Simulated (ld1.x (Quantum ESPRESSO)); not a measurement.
Pseudopotential generation for rhodium: TM, LDA (PZ), fully relativistic.

ld1.x (Quantum ESPRESSO) 7.5 was run on this input:

```
&input
   title='Rh', zed=45., rel=2, dft='PZ', iswitch=3,
   config='[Kr] 4d8 5s0 5p0', rel_dist='average',
   nld=5, rlderiv=3.05, eminld=-3.0, emaxld=5.0, deld=0.02
 /
 &inputp
   pseudotype=2, tm=.true., lloc=-1, rcloc=2.55,
   nlcc=.false.,
   file_pseudopw='Rh.UPF', file_wfcaegen='ae.wfc', file_wfcncgen='nc.wfc', file_beta='beta', file_chi='chi'
 /
3
5S  1  0   0.00   0.00  2.05  2.05  0.0
5P  2  1   0.00   0.00  2.80  2.80  0.0
4D  3  2   8.00   0.00  1.95  1.95  0.0
 &test
   configts(1)='4d8 5s0 5p0'
 /
```

Command:

```bash
ld1.x < Rh.in > Rh.out
```

Resulting log (shortened: banner, matrices, multipoles, cross overlaps and the repeated all-electron block are left out):

```
Program LD1 v.7.5
     --------------------------- All-electron run ----------------------------

     Rh
     dirac relativistic calculation

     atomic number is 45.00
     dft =PZ   lsd =0 sic =0 latt =0  beta=0.20 tr2=1.0E-14
     Exchange-correlation= PZ
                           (   1   1   0   0   0   0   0)
     mesh =1233 r(mesh) =  98.82371 a.u. xmin = -7.00 dx = 0.01250
     1 Ry =  13.60569312 eV, c = 137.03599908

     n l j   nl                  e(Ry)          e(Ha)          e(eV)
     Spin orbit split results
     1 0 0.5 1S 1( 2.00)     -1690.7863      -845.3931    -23004.3190
     2 0 0.5 2S 1( 2.00)      -245.6077      -122.8038     -3341.6625
     2 1 0.5 2P 1( 2.00)      -227.5892      -113.7946     -3096.5085
     2 1 1.5 2P 1( 4.00)      -216.9765      -108.4883     -2952.1163
     3 0 0.5 3S 1( 2.00)       -44.3172       -22.1586      -602.9656
     3 1 0.5 3P 1( 2.00)       -37.2578       -18.6289      -506.9181
     3 1 1.5 3P 1( 4.00)       -35.4314       -17.7157      -482.0683
     4 0 0.5 4S 1( 2.00)        -6.6340        -3.3170       -90.2602
     4 1 0.5 4P 1( 2.00)        -4.4839        -2.2419       -61.0061
     4 1 1.5 4P 1( 4.00)        -4.1935        -2.0967       -57.0554
     3 2 1.5 3D 1( 4.00)       -22.8827       -11.4414      -311.3351
     3 2 2.5 3D 1( 6.00)       -22.5221       -11.2611      -306.4293
     4 2 1.5 4D 1( 3.20)        -1.0359        -0.5179       -14.0941
     4 2 2.5 4D 1( 4.80)        -1.0061        -0.5031       -13.6888
     5 0 0.5 5S 1( 0.00)        -0.8171        -0.4085       -11.1166
     5 1 0.5 5P 1( 0.00)        -0.4787        -0.2393        -6.5126
     5 1 1.5 5P 1( 0.00)        -0.4600        -0.2300        -6.2589
     Averaged results
     1 0     1S 1( 2.00)     -1690.7863      -845.3931    -23004.3190
     2 0     2S 1( 2.00)      -245.6077      -122.8038     -3341.6625
     2 1     2P 1( 6.00)      -220.5141      -110.2570     -3000.2471
     3 0     3S 1( 2.00)       -44.3172       -22.1586      -602.9656
     3 1     3P 1( 6.00)       -36.0402       -18.0201      -490.3516
     4 0     4S 1( 2.00)        -6.6340        -3.3170       -90.2602
     4 1     4P 1( 6.00)        -4.2903        -2.1451       -58.3723
     3 2     3D 1(10.00)       -22.6664       -11.3332      -308.3916
     4 2     4D 1( 8.00)        -1.0180        -0.5090       -13.8509
     5 0     5S 1( 0.00)        -0.8171        -0.4085       -11.1166
     5 1     5P 1( 0.00)        -0.4662        -0.2331        -6.3435

     final scf error:  4.2E-15 reached in  38 iterations

     Etot =   -9560.244928 Ry,   -4780.122464 Ha, -130073.758675 eV

     Ekin =    9964.289402 Ry,    4982.144701 Ha,  135571.063794 eV
     Encl =  -23129.627190 Ry,  -11564.813595 Ha, -314694.609593 eV
     Eh   =    3872.971310 Ry,    1936.485655 Ha,   52694.459115 eV
     Exc  =    -267.878451 Ry,    -133.939225 Ha,   -3644.671992 eV

     normalization and overlap integrals

     s(1S/1S) =  1.000000  <r> =   0.0327  <r2> =    0.0014  r(max) =   0.0211
     s(2S/2S) =  1.000000  <r> =   0.1417  <r2> =    0.0237  r(max) =   0.1201
     s(2P/2P) =  1.000000  <r> =   0.1204  <r2> =    0.0178  r(max) =   0.0936
     s(2P/2P) =  1.000000  <r> =   0.1252  <r2> =    0.0191  r(max) =   0.0971
     s(3S/3S) =  1.000000  <r> =   0.3912  <r2> =    0.1753  r(max) =   0.3520
     s(3P/3P) =  1.000000  <r> =   0.3835  <r2> =    0.1712  r(max) =   0.3390
     s(3P/3P) =  1.000000  <r> =   0.3944  <r2> =    0.1808  r(max) =   0.3476
     s(4S/4S) =  1.000000  <r> =   0.9799  <r2> =    1.0898  r(max) =   0.8766
     s(4P/4P) =  1.000000  <r> =   1.0603  <r2> =    1.2912  r(max) =   0.9216
     s(4P/4P) =  1.000000  <r> =   1.0923  <r2> =    1.3708  r(max) =   0.9568
     s(3D/3D) =  1.000000  <r> =   0.3686  <r2> =    0.1626  r(max) =   0.2882
     s(3D/3D) =  1.000000  <r> =   0.3721  <r2> =    0.1655  r(max) =   0.2918
     s(4D/4D) =  1.000000  <r> =   1.5349  <r2> =    2.8848  r(max) =   1.1398
     s(4D/4D) =  1.000000  <r> =   1.5572  <r2> =    2.9721  r(max) =   1.1541
     s(5S/5S) =  1.000000  <r> =   2.9230  <r2> =    9.6975  r(max) =   2.5051
     s(5P/5P) =  1.000000  <r> =   3.6819  <r2> =   15.5213  r(max) =   3.0598
     s(5P/5P) =  1.000000  <r> =   3.7874  <r2> =   16.4117  r(max) =   3.1767

     ------------------------ End of All-electron run ------------------------

     --------------------- Generating NC pseudopotential ---------------------

      Generating local potential from pseudized AE potential:
      Matching radius rcloc =   2.5500

      Local pseudo, rcloc= 2.569 Estimated cut-off energy=     3.57 Ry

     Fully relativistic calculation: |psi|^2

     Wfc 5S LC norm =  0.99995447 SC norm =  0.00004345 missing  0.00000208

     Wfc 5P LC norm =  0.99997176 SC norm =  0.00002803 missing  0.00000020

     Wfc 5P LC norm =  0.99997314 SC norm =  0.00002301 missing  0.00000384

     Wfc 4D LC norm =  0.99983021 SC norm =  0.00016976 missing  0.00000003

     Wfc 4D LC norm =  0.99983444 SC norm =  0.00016483 missing  0.00000072

      Wfc   5S  rcut= 2.051  Using Troullier-Martins method

      Wfc   5P  rcut= 2.769  Using Troullier-Martins method

      Wfc   5P  rcut= 2.769  Using Troullier-Martins method

      Wfc   4D  rcut= 1.951  Using Troullier-Martins method

      Wfc   4D  rcut= 1.951  Using Troullier-Martins method

     ------------------- End of pseudopotential generation -------------------

     Computing logarithmic derivative in   3.04076
     Computing logarithmic derivative in   3.04076
     Computing the partial wave expansion
     R is outside the sphere for l=    0 j= 0.50
     R is outside the sphere for l=    1 j= 0.50
     R is outside the sphere for l=    1 j= 1.50
     R is outside the sphere for l=    2 j= 1.50
     R is outside the sphere for l=    2 j= 2.50

     ---------------------- Testing the pseudopotential ----------------------

     Rh
     dirac relativistic calculation

     atomic number is 45.00   valence charge is  9.00
     dft =PZ   lsd =0 sic =0 latt =0  beta=0.20 tr2=1.0E-14
     mesh =1233 r(mesh) =  98.82371 xmin = -7.00 dx = 0.01250

     n l  j  nl             e AE (Ry)       e PS (Ry)    De AE-PS (Ry)
     3 2 1.5 4D   1( 3.20)       -1.03589       -1.03589       -0.00000
     3 2 2.5 4D   1( 4.80)       -1.00611       -1.00611        0.00001
     1 0 0.5 5S   1( 0.00)       -0.81705       -0.81705       -0.00000
     2 1 0.5 5P   1( 0.00)       -0.47866       -0.47866       -0.00000
     2 1 1.5 5P   1( 0.00)       -0.46002       -0.46002        0.00000

     eps = 6.0E-15  iter =  8

     Etot =   -9560.244928 Ry,   -4780.122464 Ha, -130073.758675 eV
     Etotps =   -43.294240 Ry,     -21.647120 Ha,    -589.048143 eV

     Ekin =      42.959582 Ry,      21.479791 Ha,     584.494883 eV
     Encl =     -91.797052 Ry,     -45.898526 Ha,   -1248.962518 eV
     Ehrt =      37.418516 Ry,      18.709258 Ha,     509.104840 eV
     Ecxc =      -7.348041 Ry,      -3.674020 Ha,     -99.975190 eV
     Epseu=     -24.527244 Ry,     -12.263622 Ha,    -333.710158 eV

     ---------------------- End of pseudopotential test ----------------------
```

Generation and configuration tests took about 2.8 s on one core of a shared server CPU.

Transferability test of the new file with ld1.x, input:

```
&input
   title='Rh', zed=45., rel=2, dft='PZ', iswitch=2,
   config='[Kr] 4d8 5s0 5p0', rel_dist='average'
 /
 &test
   file_pseudo='Rh.UPF', nconf=8,
   configts(1)='4d8 5s0 5p0',
   configts(2)='4d8 5s1 5p0',
   configts(3)='4d7 5s0 5p0',
   configts(4)='4d6 5s0 5p0',
   configts(5)='4d8 5s0.5 5p0',
   configts(6)='4d8.5 5s0.5 5p0',
   configts(7)='4d8 5s0 5p1',
   configts(8)='4d7 5s2 5p0'
 /
```

```bash
ld1.x < Rh.test.in > Rh.test.out
```

Pseudopotential blocks of its output, shortened (energy terms left out):

```
     ---------------------- Testing the pseudopotential ----------------------

     n l  j  nl             e AE (Ry)       e PS (Ry)    De AE-PS (Ry)
     3 2 1.5 4D   1( 3.20)       -1.03589       -1.03589       -0.00000
     3 2 2.5 4D   1( 4.80)       -1.00611       -1.00611        0.00001
     1 0 0.5 5S   1( 0.00)       -0.81705       -0.81705       -0.00000
     2 1 0.5 5P   1( 0.00)       -0.47866       -0.47866       -0.00000
     2 1 1.5 5P   1( 0.00)       -0.46002       -0.46002        0.00000

     eps = 9.5E-15  iter =  7

     Etot =   -9560.244928 Ry,   -4780.122464 Ha, -130073.758675 eV
     Etotps =   -43.294240 Ry,     -21.647120 Ha,    -589.048145 eV

     ---------------------- End of pseudopotential test ----------------------

          ---------------------- Testing the pseudopotential ----------------------

     n l  j  nl             e AE (Ry)       e PS (Ry)    De AE-PS (Ry)
     3 2 1.5 4D   1( 3.20)       -0.46945       -0.47198        0.00252
     3 2 2.5 4D   1( 4.80)       -0.44043       -0.44289        0.00246
     1 0 0.5 5S   1( 1.00)       -0.33760       -0.33799        0.00039
     2 1 0.5 5P   1( 0.00)       -0.07779       -0.07778       -0.00001
     2 1 1.5 5P   1( 0.00)       -0.06864       -0.06864       -0.00000

     eps = 3.0E-16  iter = 10

     Etot =   -9560.817675 Ry,   -4780.408838 Ha, -130081.551297 eV
     Etotps =   -43.867257 Ry,     -21.933629 Ha,    -596.844442 eV
     dEtot_ae =      -0.572747 Ry
     dEtot_ps =      -0.573017 Ry,   Delta E=       0.000270 Ry

     ---------------------- End of pseudopotential test ----------------------

          ---------------------- Testing the pseudopotential ----------------------

     n l  j  nl             e AE (Ry)       e PS (Ry)    De AE-PS (Ry)
     3 2 1.5 4D   1( 2.80)       -1.92962       -1.93916        0.00954  !
     3 2 2.5 4D   1( 4.20)       -1.89657       -1.90582        0.00925  !
     1 0 0.5 5S   1( 0.00)       -1.47023       -1.47165        0.00142
     2 1 0.5 5P   1( 0.00)       -1.04461       -1.04188       -0.00273
     2 1 1.5 5P   1( 0.00)       -1.01419       -1.01167       -0.00252

     eps = 8.3E-15  iter = 12

     Etot =   -9558.792059 Ry,   -4779.396030 Ha, -130053.991386 eV
     Etotps =   -41.837379 Ry,     -20.918689 Ha,    -569.226536 eV
     dEtot_ae =       1.452869 Ry
     dEtot_ps =       1.456861 Ry,   Delta E=      -0.003992 Ry

     ---------------------- End of pseudopotential test ----------------------

          ---------------------- Testing the pseudopotential ----------------------

     n l  j  nl             e AE (Ry)       e PS (Ry)    De AE-PS (Ry)
     3 2 1.5 4D   1( 2.40)       -2.94123       -2.96737        0.02614  !
     3 2 2.5 4D   1( 3.60)       -2.90480       -2.93028        0.02548  !
     1 0 0.5 5S   1( 0.00)       -2.20347       -2.23698        0.03351  !
     2 1 0.5 5P   1( 0.00)       -1.70057       -1.70340        0.00283
     2 1 1.5 5P   1( 0.00)       -1.65830       -1.66407        0.00577  !

     eps = 7.8E-16  iter =  9

     Etot =   -9556.386268 Ry,   -4778.193134 Ha, -130021.258924 eV
     Etotps =   -39.414465 Ry,     -19.707233 Ha,    -536.261121 eV
     dEtot_ae =       3.858661 Ry
     dEtot_ps =       3.879775 Ry,   Delta E=      -0.021114 Ry

     ---------------------- End of pseudopotential test ----------------------

          ---------------------- Testing the pseudopotential ----------------------

     n l  j  nl             e AE (Ry)       e PS (Ry)    De AE-PS (Ry)
     3 2 1.5 4D   1( 3.20)       -0.74166       -0.74306        0.00139
     3 2 2.5 4D   1( 4.80)       -0.71229       -0.71367        0.00137
     1 0 0.5 5S   1( 0.50)       -0.57044       -0.57075        0.00031
     2 1 0.5 5P   1( 0.00)       -0.26952       -0.26955        0.00003
     2 1 1.5 5P   1( 0.00)       -0.25557       -0.25559        0.00002

     eps = 1.7E-15  iter = 10

     Etot =   -9560.591387 Ry,   -4780.295693 Ha, -130078.472482 eV
     Etotps =   -43.640782 Ry,     -21.820391 Ha,    -593.763089 eV
     dEtot_ae =      -0.346458 Ry
     dEtot_ps =      -0.346542 Ry,   Delta E=       0.000084 Ry

     ---------------------- End of pseudopotential test ----------------------

          ---------------------- Testing the pseudopotential ----------------------

     n l  j  nl             e AE (Ry)       e PS (Ry)    De AE-PS (Ry)
     3 2 1.5 4D   1( 3.40)       -0.38029       -0.38006       -0.00023
     3 2 2.5 4D   1( 5.10)       -0.35244       -0.35228       -0.00016
     1 0 0.5 5S   1( 0.50)       -0.30257       -0.30410        0.00153
     2 1 0.5 5P   1( 0.00)       -0.05887       -0.05970        0.00083
     2 1 1.5 5P   1( 0.00)       -0.05111       -0.05194        0.00083

     eps = 1.1E-15  iter =  9

     Etot =   -9560.861259 Ry,   -4780.430630 Ha, -130082.144287 eV
     Etotps =   -43.910915 Ry,     -21.955457 Ha,    -597.438433 eV
     dEtot_ae =      -0.616331 Ry
     dEtot_ps =      -0.616675 Ry,   Delta E=       0.000344 Ry

     ---------------------- End of pseudopotential test ----------------------

          ---------------------- Testing the pseudopotential ----------------------

     n l  j  nl             e AE (Ry)       e PS (Ry)    De AE-PS (Ry)
     3 2 1.5 4D   1( 3.20)       -0.59147       -0.59392        0.00245
     3 2 2.5 4D   1( 4.80)       -0.56203       -0.56442        0.00239
     1 0 0.5 5S   1( 0.00)       -0.42319       -0.42342        0.00023
     2 1 0.5 5P   1( 0.33)       -0.14543       -0.14547        0.00004
     2 1 1.5 5P   1( 0.67)       -0.13462       -0.13466        0.00004

     eps = 5.6E-15  iter = 10

     Etot =   -9560.543246 Ry,   -4780.271623 Ha, -130077.817497 eV
     Etotps =   -43.592536 Ry,     -21.796268 Ha,    -593.106663 eV
     dEtot_ae =      -0.298318 Ry
     dEtot_ps =      -0.298296 Ry,   Delta E=      -0.000022 Ry

     ---------------------- End of pseudopotential test ----------------------

          ---------------------- Testing the pseudopotential ----------------------

     n l  j  nl             e AE (Ry)       e PS (Ry)    De AE-PS (Ry)
     3 2 1.5 4D   1( 2.80)       -0.66826       -0.67654        0.00828  !
     3 2 2.5 4D   1( 4.20)       -0.63680       -0.64480        0.00799  !
     1 0 0.5 5S   1( 2.00)       -0.40991       -0.40863       -0.00129
     2 1 0.5 5P   1( 0.00)       -0.11571       -0.11345       -0.00226
     2 1 1.5 5P   1( 0.00)       -0.10341       -0.10113       -0.00228

     eps = 7.9E-16  iter =  9

     Etot =   -9560.642630 Ry,   -4780.321315 Ha, -130079.169685 eV
     Etotps =   -43.686145 Ry,     -21.843072 Ha,    -594.380278 eV
     dEtot_ae =      -0.397702 Ry
     dEtot_ps =      -0.391905 Ry,   Delta E=      -0.005797 Ry

     ---------------------- End of pseudopotential test ----------------------
```
